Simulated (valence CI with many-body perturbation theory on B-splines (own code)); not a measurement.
The numbers below are computed, except where a source is named.
Ladder of approximations for Br29+

Level of theory: configuration interaction combined with many-body perturbation theory (CI+MBPT): four valence electrons over a frozen Dirac-Fock core [He], a basis of 11 s, 11 p, 9 d, 7 f, 5 g, 2 h, 1 i functions for each j, with the one-electron correlation potential Σ1, the two-electron term Σ2, the three-electron term Σ3, Breit, model QED; selected CI, second order for the rest (own B-spline code, finite nucleus).

No measured spectrum was set against this ion. As an estimate, large intervals hold to a few tenths of a per cent, small ones and those within an open d or f shell to about a per cent. Among the levels kept, up to 300 cm⁻¹ of a level comes from second order outside the variational space, and about a tenth of that is noise between levels of different J, which matters for small intervals.

Each rung adds one term. CI alone is the Dirac-Coulomb CI over the frozen core; QED comes last and gives the full result, which names the levels. Energies are above (2s^2 2p1/2^2) J=0 on the same rung, in Ry.

Levels are named by their leading jj configuration (3d3/2^4 stands for four electrons in 3d with j = 3/2), which in mixed levels can hold well under half, so a name can repeat and another be missing. Letters in brackets count levels of one name in rising energy.

```tsv
Level	CI alone	Σ1	Σ2	Σ3	Breit	QED	Full
(2s^2 2p1/2 2p3/2) J=1	3.22	+0.002	-0.003	+0.001	-0.088	+0.009	3.14
(2s^2 2p1/2 2p3/2) J=2	4.00	+0.003	-0.001	-0.001	-0.148	+0.009	3.86
(2s^2 2p3/2^2) J=2	7.72	+0.005	-0.001	-0.001	-0.207	+0.016	7.53
(2s^2 2p3/2^2) J=0	9.36	+0.005	+0.007	-0.004	-0.149	+0.014	9.23
(2s 2p1/2^2 2p3/2) J=2	10.03	-0.011	-0.007	+0.002	-0.063	-0.082	9.87
(2s 2p1/2^2 2p3/2) J=1	13.20	-0.012	-0.012	-0.004	-0.018	-0.084	13.07
(2s 2p1/2 2p3/2^2) J=2 [a]	14.10	-0.010	-0.009	-0.002	-0.076	-0.079	13.93
(2s 2p1/2 2p3/2^2) J=3	15.28	-0.010	-0.010	-0.002	-0.180	-0.077	15.01
(2s 2p1/2 2p3/2^2) J=0	16.66	-0.009	-0.006	-0.004	-0.060	-0.077	16.50
(2s 2p1/2 2p3/2^2) J=1 [a]	17.07	-0.009	-0.012	-0.004	-0.096	-0.077	16.88
(2s 2p1/2 2p3/2^2) J=2 [b]	17.68	-0.009	-0.015	-0.005	-0.148	-0.076	17.43
(2s 2p1/2 2p3/2^2) J=1 [b]	18.50	-0.010	-0.027	-0.009	-0.082	-0.080	18.29
(2s 2p3/2^3) J=2	20.71	-0.008	-0.017	-0.006	-0.178	-0.072	20.43
(2s 2p3/2^3) J=1	22.97	-0.007	-0.024	-0.009	-0.170	-0.071	22.69
(2p1/2^2 2p3/2^2) J=2	26.35	-0.024	-0.035	-0.009	-0.026	-0.171	26.09
(2p1/2^2 2p3/2^2) J=0	28.04	-0.023	-0.033	-0.009	+0.020	-0.169	27.82
(2p1/2 2p3/2^3) J=1	29.90	-0.022	-0.034	-0.009	-0.080	-0.164	29.59
(2p1/2 2p3/2^3) J=2	30.83	-0.021	-0.031	-0.009	-0.130	-0.164	30.48
(2p3/2^4) J=0	35.54	-0.019	-0.030	-0.009	-0.142	-0.154	35.19
(2s^2 2p1/2 3s) J=0	138.96	+0.022	-0.001	-0.006	-0.189	+0.031	138.82
(2s^2 2p1/2 3s) J=1	139.09	+0.022	-0.002	-0.006	-0.196	+0.032	138.94
(2s^2 2p1/2 3p1/2) J=1	141.35	+0.019	-0.002	-0.006	-0.168	+0.005	141.20
(2s^2 2p1/2 3p1/2) J=0	142.46	+0.019	-0.004	-0.006	-0.156	+0.004	142.32
(2s^2 2p1/2 3p3/2) J=1	142.81	+0.020	-0.003	-0.006	-0.185	+0.005	142.65
(2s^2 2p3/2 3s) J=2	142.99	+0.025	-0.001	-0.006	-0.294	+0.039	142.75
(2s^2 2p1/2 3p3/2) J=2	142.95	+0.020	-0.003	-0.006	-0.202	+0.007	142.77
(2s^2 2p3/2 3s) J=1	143.28	+0.025	-0.003	-0.006	-0.290	+0.039	143.05
(2s^2 2p1/2 3d3/2) J=2	145.12	+0.023	-0.002	-0.005	-0.205	+0.006	144.94
(2s 2p1/2^2 3s) J=1	145.29	+0.009	-0.004	-0.005	-0.118	-0.055	145.12
(2s^2 2p3/2 3p1/2) J=1	145.80	+0.021	-0.003	-0.006	-0.248	+0.007	145.57
(2s^2 2p1/2 3d5/2) J=2	145.93	+0.023	-0.003	-0.005	-0.218	+0.007	145.74
```

The middle columns are the shifts that each term adds.

(1) How does the ionisation energy move along the ladder, and which term matters most?

Results:

(1) CI alone 3369.6, + Σ1 3369.9, + Σ2 3369.9, + Σ3 3369.8, + Breit 3366.7, + QED 3366.8 eV. The largest step is Breit, -3.0 eV. NIST lists 3361 ± 3 eV (semi-empirical).
